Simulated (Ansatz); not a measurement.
Consider the ligand exchange at the Si–C bond: `FC(Cl)=C=C[SiH3]` + H₂S → `[SiH3]S` + `C=C=C(F)Cl`.

Gas-phase electronic energies from Ansatz, PBE0-D4/def2-TZVP geometries. CCSD(T)/CBS adds triple-zeta CCSD(T) − MP2 to the extrapolated MP2 energy (def2 sets, frozen cores). This one scheme is used for every species.

`FC(Cl)=C=C[SiH3]`:

Cartesian coordinates in Å:
```
F 1.024 -1.931 2.152
C 0.727 -0.657 1.904
Cl 1.535 0.430 2.946
C -0.102 -0.291 0.972
C -0.879 0.099 0.005
Si -0.213 0.461 -1.708
H -1.946 0.214 0.201
H -0.879 -0.430 -2.693
H -0.520 1.870 -2.066
H 1.252 0.234 -1.713
```

H₂S:

Cartesian coordinates in Å:
```
S 0.618 0.041 -0.013
H -0.360 0.491 -0.812
H -0.258 -0.533 0.826
```

`[SiH3]S`:

Cartesian coordinates in Å:
```
Si -0.471 -0.096 -0.218
S 0.926 0.810 1.121
H -0.146 0.207 -1.635
H -1.780 0.499 0.139
H -0.519 -1.570 -0.043
H 1.991 0.149 0.636
```

`C=C=C(F)Cl`:

Cartesian coordinates in Å:
```
C -0.649 -1.214 -0.065
C -0.001 -0.092 0.025
C 0.632 1.037 0.104
F 1.771 1.188 0.776
Cl 0.107 2.489 -0.632
H -1.409 -1.489 0.661
H -0.451 -1.919 -0.869
```

```json
{"level": "CCSD(T)/def2-TZVPP", "ΔE (kcal/mol)": "-10.7"}
{"level": "HF/def2-QZVPP", "ΔE (kcal/mol)": "-12.1"}
```

(1) What does CCSD(T)/CBS give? (Best estimate.)

Largest T1 diagnostic among the species: 0.013.

## Answers

(1) The calculation gave: -11.3 kcal/mol. The listed levels differ from it by 0.6, -0.8 kcal/mol.

In def2-TZVPP, CCSD(T) changes the Hartree–Fock value by +1.4 kcal/mol (the triples alone add +0.2 kcal/mol) and MP2 by +1.3 kcal/mol.
